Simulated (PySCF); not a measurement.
## Core binding energy against partial charge

C7H13NSi.
Bonds: C1–C2, C2–C3, C3–C4 (aromatic), C4–C5 (aromatic), C5–C6, C5–N7 (aromatic), N7–Si8, N7–C9 (aromatic), C3–C9 (aromatic). Hydrogens: H10, H11, H12 on C1; H13, H14 on C2; H15 on C4; H16, H17, H18 on C6; H19, H20, H21 on Si8; H22 on C9.

Binding energies: PySCF, delta-SCF UKS SCAN, pcX-2 on the ionised atom, pcseg-1 elsewhere, spin-free X2C. Charges: PBE0/pcSseg-1 ground-state density, for the ionised atom.

| atom | environment | C 1s (eV) | Mulliken (e) | IAO (e) | Hirshfeld (e) | ESP (e) |
| --- | --- | --- | --- | --- | --- | --- |
| C4 | aromatic CH carbon | 289.25 | -0.176 | -0.237 | -0.104 | -0.472 |
| C3 | substituted aromatic carbon | 289.45 | -0.301 | -0.048 | -0.035 | +0.019 |
| C9 | aromatic CH next to a ring nitrogen | 290.01 | +0.202 | -0.129 | -0.048 | -0.446 |
| C1 | methyl carbon | 290.19 | -0.279 | -0.404 | -0.117 | -0.197 |
| C2 | benzylic-type carbon | 290.36 | -0.120 | -0.249 | -0.066 | +0.178 |
| C5 | substituted aromatic carbon | 290.38 | +0.123 | +0.061 | +0.024 | +0.272 |
| C6 | benzylic-type carbon | 290.84 | -0.166 | -0.428 | -0.116 | -0.573 |

Question: Give the correlation coefficient and slope of binding energy on charge for each scheme.

Answer: Mulliken: r = 0.25, slope 0.7 eV per e; ESP: r = 0.06, slope 0.1 eV per e; Hirshfeld: r = -0.04, slope -0.4 eV per e; IAO: r = -0.34, slope -1.0 eV per e. On 7 points no scheme stands out.

Question: The point-charge model writes a binding energy as kq + V + constant, with V the potential of the other atoms' charges at the site. What does it give with the IAO charges?

Answer: V = Σ 14.40 eV Å × q/r over all other atoms: +0.56 eV at C4, -3.26 eV at C3, -0.84 eV at C9, +4.04 eV at C1, +1.22 eV at C2, -4.68 eV at C5, +5.41 eV at C6. Fitting binding energy − V to q gives k = 19.1 eV per e and leaves an rms residual of 0.26 eV, against 0.49 eV for the fit on q alone. The model has no term for differences in relaxation between sites.

Isolated species at its PBE0-D3(BJ)/def2-SVP geometry (one conformer only).

The values belong to the conformer `[CH3:1][CH2:2][c:3]1[cH:4][c:5]([CH3:6])[n:7]([SiH3:8])[cH:9]1`: C1–C2–C3–C4 -68°.
